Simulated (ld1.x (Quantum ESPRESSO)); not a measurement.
**Which change was made? (Sb, ultrasoft)**

Sb (Z = 51), ultrasoft, made with ld1.x (Quantum ESPRESSO) 7.5 (PBE, scalar-relativistic). Core [Kr], reference 4d10 5s2 5p3. Waves: 5s (bound): rcut 1.80, rcutus 2.10 bohr; 5s channel at 0.05 Ry: rcut 1.80, rcutus 2.10 bohr; 5p (bound): rcut 1.70, rcutus 2.05 bohr; 5p channel at 0.1 Ry: rcut 1.70, rcutus 2.05 bohr; 4d (bound): rcut 0.65, rcutus 0.90 bohr; 4d channel at -1.6 Ry: rcut 0.65, rcutus 0.90 bohr. Local part: all-electron potential smoothed inside 1.10 bohr (lloc = -1). Core correction: Bessel-smoothed model core, default radius (core density twice the valence density). Augmentation charge: PSQ, inside the norm-conserving radii.

Cutoffs, loose and tight: the cutoffs (Ry, on a coarse ladder) from which the occupation-weighted sum of valence levels, in a spherical-Bessel basis at the reference potential, stays within 10 and 1 mRy of its value at 400 Ry. They do not see the model core or the augmentation charge, which bear on the density cutoff. Test errors are all-electron minus pseudo excitation energies from the reference, over the configurations 4d10 5s2 5p2; 4d10 5s2 5p1; 4d10 5s2 5p0; 4d10 5s2 5p2.5; 4d10 5s1 5p0; 4d9 5s2 5p4; 4d10 5s1 5p3; variants that change the core or the reference have their own tests.

The base gives: outcome: generated; cutoff, loose: 140 Ry; cutoff, tight: 260 Ry; bound ghosts: s, p; largest test error (meV): -95.

(1) After one change the result is: outcome: generated; cutoff, loose: 140 Ry; cutoff, tight: 260 Ry; bound ghosts: s; largest test error (meV): -132. Which change was it?
A. waves 5s (bound): rcut 1.80, rcutus 3.18 bohr; 5s channel at 0.05 Ry: rcut 1.80, rcutus 3.18 bohr
B. type PAW; local potential all-electron potential smoothed inside 1.40 bohr (lloc = -1); augmentation PSQ, radius 0.65 bohr
C. all radii but the core radius scaled by about 1.39 (s 2.92, p 2.86, d 1.26 bohr, rcut 2.50/2.36/0.90); local potential all-electron potential smoothed inside 1.54 bohr (lloc = -1)
D. local potential all-electron potential smoothed inside 1.60 bohr (lloc = -1)
E. local potential all-electron potential smoothed inside 2.20 bohr (lloc = -1)

Answers

(1) B. The others give: waves 5s (bound): rcut 1.80, rcutus 3.18 bohr; 5s channel at 0.05 Ry: rcut 1.80, rcutus 3.18 bohr → outcome: generated, overlap not positive; bound ghosts: p (s not tested, overlap not positive); largest test error (meV): -183 | all radii but the core radius scaled by about 1.39 (s 2.92, p 2.86, d 1.26 bohr, rcut 2.50/2.36/0.90); local potential all-electron potential smoothed inside 1.54 bohr (lloc = -1) → outcome: failed: chargeps: negative rho | local potential all-electron potential smoothed inside 1.60 bohr (lloc = -1) → outcome: generated; cutoff, loose: 140 Ry; cutoff, tight: 260 Ry; bound ghosts: s; largest test error (meV): -98 | local potential all-electron potential smoothed inside 2.20 bohr (lloc = -1) → outcome: generated; cutoff, loose: 140 Ry; cutoff, tight: 260 Ry; bound ghosts: none; largest test error (meV): -98. A file whose overlap is not positive is unfit for use, and its test errors describe a broken file.
